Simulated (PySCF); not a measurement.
**Stationary points of VF₄**

Computed with PBE/[V def2-SVP, F def2-SVP], no relativity, density fitting, PySCF.

Relaxations began from a few typed shapes; open shells are unrestricted. The search is not exhaustive: other isomers or separated fragments can lie lower, and high-lying points may rest on an excited occupation.

Q: Which is the lowest minimum found?
A. doublet D2d: V–F 1.723 Å (×4); F–V–F 105.6° (×4), F–V–F 117.5° (×2)
B. doublet D2d: V–F 1.723 Å (×4); F–V–F 103.8° (×2), F–V–F 112.4° (×4)
C. doublet D4h: V–F 1.746 Å (×4); F–V–F 90.0° (×4), F–V–F 180.0° (×2)

A: A. The others lie at 0.8 (doublet D2d, a saddle point), 161.2 (doublet D4h, a saddle point) kJ/mol above it.

For the lowest minimum: with open d or f shells other occupations or spin states may lie lower.
